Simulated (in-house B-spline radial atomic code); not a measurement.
Spin-orbit splittings of orbital energies (j = l + 1/2 less j = l - 1/2) and ratios of mean radii (lower j over upper j) along the 48-electron series, configuration [Kr] 4d10 4f2. Computed with an all-electron radial atomic-structure program (B-spline basis): Dirac-Hartree-Fock, average of the configuration, finite nuclei.

```json
{"ion": "Eu15+", "Z": "63", "splitting of 3p (eV)": "135.33", "radius ratio of 3p": "0.94991", "splitting of 4f (eV)": "0.92641", "radius ratio of 4f": "0.9946", "splitting of 4d (eV)": "6.0351", "radius ratio of 4d": "0.98674"}
{"ion": "Gd16+", "Z": "64", "splitting of 3p (eV)": "146.19", "radius ratio of 3p": "0.94828", "splitting of 4f (eV)": "1.0878", "radius ratio of 4f": "0.99447", "splitting of 4d (eV)": "6.6773", "radius ratio of 4d": "0.9865"}
{"ion": "Tb17+", "Z": "65", "splitting of 3p (eV)": "157.75", "radius ratio of 3p": "0.94663", "splitting of 4f (eV)": "1.2644", "radius ratio of 4f": "0.99434", "splitting of 4d (eV)": "7.3677", "radius ratio of 4d": "0.98624"}
{"ion": "Dy18+", "Z": "66", "splitting of 3p (eV)": "170.03", "radius ratio of 3p": "0.94494", "splitting of 4f (eV)": "1.4569", "radius ratio of 4f": "0.9942", "splitting of 4d (eV)": "8.1085", "radius ratio of 4d": "0.98597"}
{"ion": "Ho19+", "Z": "67", "splitting of 3p (eV)": "183.07", "radius ratio of 3p": "0.94321", "splitting of 4f (eV)": "1.6664", "radius ratio of 4f": "0.99405", "splitting of 4d (eV)": "8.9021", "radius ratio of 4d": "0.98568"}
{"ion": "Er20+", "Z": "68", "splitting of 3p (eV)": "196.92", "radius ratio of 3p": "0.94145", "splitting of 4f (eV)": "1.8937", "radius ratio of 4f": "0.99389", "splitting of 4d (eV)": "9.7509", "radius ratio of 4d": "0.98538"}
{"ion": "Tm21+", "Z": "69", "splitting of 3p (eV)": "211.6", "radius ratio of 3p": "0.93966", "splitting of 4f (eV)": "2.1398", "radius ratio of 4f": "0.99373", "splitting of 4d (eV)": "10.657", "radius ratio of 4d": "0.98507"}
{"ion": "Yb22+", "Z": "70", "splitting of 3p (eV)": "227.17", "radius ratio of 3p": "0.93782", "splitting of 4f (eV)": "2.4056", "radius ratio of 4f": "0.99356", "splitting of 4d (eV)": "11.624", "radius ratio of 4d": "0.98475"}
{"ion": "Lu23+", "Z": "71", "splitting of 3p (eV)": "243.66", "radius ratio of 3p": "0.93595", "splitting of 4f (eV)": "2.6921", "radius ratio of 4f": "0.99338", "splitting of 4d (eV)": "12.653", "radius ratio of 4d": "0.98442"}
{"ion": "Hf24+", "Z": "72", "splitting of 3p (eV)": "261.12", "radius ratio of 3p": "0.93404", "splitting of 4f (eV)": "3.0003", "radius ratio of 4f": "0.9932", "splitting of 4d (eV)": "13.747", "radius ratio of 4d": "0.98407"}
{"ion": "Ta25+", "Z": "73", "splitting of 3p (eV)": "279.59", "radius ratio of 3p": "0.93209", "splitting of 4f (eV)": "3.3313", "radius ratio of 4f": "0.99301", "splitting of 4d (eV)": "14.909", "radius ratio of 4d": "0.98372"}
{"ion": "W26+", "Z": "74", "splitting of 3p (eV)": "299.13", "radius ratio of 3p": "0.9301", "splitting of 4f (eV)": "3.686", "radius ratio of 4f": "0.99282", "splitting of 4d (eV)": "16.143", "radius ratio of 4d": "0.98336"}
{"ion": "Re27+", "Z": "75", "splitting of 3p (eV)": "319.78", "radius ratio of 3p": "0.92806", "splitting of 4f (eV)": "4.0655", "radius ratio of 4f": "0.99262", "splitting of 4d (eV)": "17.449", "radius ratio of 4d": "0.98299"}
{"ion": "Os28+", "Z": "76", "splitting of 3p (eV)": "341.6", "radius ratio of 3p": "0.92599", "splitting of 4f (eV)": "4.471", "radius ratio of 4f": "0.99242", "splitting of 4d (eV)": "18.833", "radius ratio of 4d": "0.98261"}
{"ion": "Ir29+", "Z": "77", "splitting of 3p (eV)": "364.65", "radius ratio of 3p": "0.92387", "splitting of 4f (eV)": "4.9035", "radius ratio of 4f": "0.99221", "splitting of 4d (eV)": "20.295", "radius ratio of 4d": "0.98222"}
{"ion": "Pt30+", "Z": "78", "splitting of 3p (eV)": "388.97", "radius ratio of 3p": "0.92171", "splitting of 4f (eV)": "5.3642", "radius ratio of 4f": "0.99199", "splitting of 4d (eV)": "21.841", "radius ratio of 4d": "0.98182"}
{"ion": "Au31+", "Z": "79", "splitting of 3p (eV)": "414.64", "radius ratio of 3p": "0.9195", "splitting of 4f (eV)": "5.8541", "radius ratio of 4f": "0.99178", "splitting of 4d (eV)": "23.471", "radius ratio of 4d": "0.98141"}
```

(1) With what power of Z does the column «splitting of 4f (eV)» change over this range?

Results:

(1) A fit of the logarithm of its size against log Z from Z = 63 to 79 has slope 8.05. An unscreened hydrogenic electron would give 4 at low Z; screening makes the apparent power larger near the neutral end, and relativity raises it again at high Z.
